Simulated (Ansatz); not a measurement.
Kohn–Sham single points on C₃H₅BO, SMILES `C=C1CBO1`.

```yaml
crystal:
  periodic: [false, false, false]
  atoms:
    - {symbol: C, position_ang: [-1.579027, 0.736213, -0.132867]}
    - {symbol: C, position_ang: [-0.350751, 0.260568, -0.152409]}
    - {symbol: C, position_ang: [0.500871, -0.706725, 0.630040]}
    - {symbol: B, position_ang: [1.536347, -0.239660, -0.469098]}
    - {symbol: O, position_ang: [0.640707, 0.609814, -1.083169]}
    - {symbol: H, position_ang: [-1.909581, 1.457888, -0.868528]}
    - {symbol: H, position_ang: [-2.271115, 0.403353, 0.628256]}
    - {symbol: H, position_ang: [0.162770, -1.744063, 0.604443]}
    - {symbol: H, position_ang: [0.691556, -0.420367, 1.665726]}
    - {symbol: H, position_ang: [2.661326, -0.408119, -0.819495]}
basis:
  gaussian: {orbitals: def2-TZVPP}
hamiltonian: {xc: {name: CAM-B3LYP}, dispersion: d4}
output: {orbitals: {seedname: orbitals}}
```

```sh
$ ansatz run in.yaml --threads 2 --pin off --events-out ev --progress --plain --max-ram 4352MiB
```

It prints (some lines left out):

```
Functional definition: CAM-B3LYP
1155 factors; their error is unknown
303 factors; integrals over basis functions are off by at most 1.4e-5 eV
mean field evaluation 1: about -5908.2627 eV, gradient 5.7e1 eV
mean field evaluation 2: about -5908.8219 eV, gradient 5.6e1 eV
mean field evaluation 4: about -5914.7998 eV, gradient 2.6e0 eV
mean field evaluation 8: about -5914.8159 eV, gradient 7.4e-2 eV
mean field evaluation 16: about -5914.8056 eV, gradient 4.8e-5 eV
mean field -5914.80560825 eV, -217.3650969038 hartree, gradient 4.8e-5 eV, S^2 0.000000; 0 other end points of the search recorded, 0 dependent functions left out
reference -5914.80573823 eV, -217.3651016808 hartree; 18, 18 occupied and 207, 207 virtual orbitals, 1155 factors
Total energy: -5914.95316076 eV, -217.3705193585 hartree
```

It took 3.4 s on 2 threads of an Arm Neoverse V2 on a shared host, with 0.48 GiB of host memory at the peak.

Changing it to `hamiltonian: {xc: {name: PBE-QIDH}}` (abridged; 6.5 s):

```
Functional definition: PBE-QIDH
mean field evaluation 16: about -5901.3980 eV, gradient 3.4e-4 eV
mean field -5901.39797300 eV, -216.8723753964 hartree, gradient 2.0e-6 eV, S^2 0.000000
5 core orbitals not correlated: weight in the atoms' cores, before any rotation towards them, 1.000 or more for the frozen orbitals, at most 0.000 for the correlated occupied ones
second order -24.87959479 eV of doubles, -0.00000000 eV of singles
Total energy: -5909.69118398 eV, -217.1771452787 hartree
```

The same input with `hamiltonian: {xc: hse06, dispersion: d4}` (abridged; 3.2 s):

```
Functional definition: HSE06
mean field evaluation 16: about -5910.3412 eV, gradient 8.4e-5 eV
mean field -5910.34115218 eV, -217.2010311695 hartree, gradient 2.1e-5 eV, S^2 0.000000
Total energy: -5910.47749177 eV, -217.2060415570 hartree
```

Changing it to `hamiltonian: {xc: {name: r2SCAN0}, dispersion: d4}` (abridged; 4.8 s):

```
Functional definition: r2SCAN0
mean field evaluation 16: about -5913.6059 eV, gradient 8.3e-5 eV
mean field -5913.60587409 eV, -217.3210074867 hartree, gradient 2.7e-5 eV, S^2 0.000000
Total energy: -5913.65593186 eV, -217.3228470760 hartree
```

The same input with `hamiltonian: {xc: {name: r2SCANh}, dispersion: d4}` (abridged; 6 s):

```
Functional definition: r2SCANh
mean field evaluation 16: about -5913.9988 eV, gradient 1.3e-4 eV
mean field -5913.99879406 eV, -217.3354470294 hartree, gradient 5.1e-5 eV, S^2 0.000000
Total energy: -5914.04427210 eV, -217.3371183164 hartree
```

The same input with `hamiltonian: {xc: pbe, dispersion: d4}` and forces (abridged; 3.1 s):

```
Functional definition: PBE
mean field evaluation 16: about -5910.1558 eV, gradient 1.1e-2 eV
mean field -5910.15575934 eV, -217.1942181084 hartree, gradient 2.2e-5 eV, S^2 0.000000
Total energy: -5910.33361316 eV, -217.2007541157 hartree
Atom 0 force    -0.373602     0.153189    -0.004392 eV/Å
Atom 1 force     0.024623    -0.235014     0.280731 eV/Å
Atom 2 force     0.076062    -0.042923     0.015746 eV/Å
Atom 3 force     0.335138    -0.291507     0.196594 eV/Å
Atom 4 force     0.088600     0.508221    -0.678448 eV/Å
Atom 5 force    -0.089256     0.153359    -0.146947 eV/Å
Atom 6 force    -0.156195    -0.059128     0.151512 eV/Å
Atom 7 force    -0.066189    -0.214740     0.018693 eV/Å
Atom 8 force     0.034201     0.036386     0.219915 eV/Å
Atom 9 force     0.126619    -0.007844    -0.053403 eV/Å
Dipole moment:    -0.053954    -0.161079     0.228036 e Å
```

HSE06 is the plane-wave form, built on full-range PBE exchange.
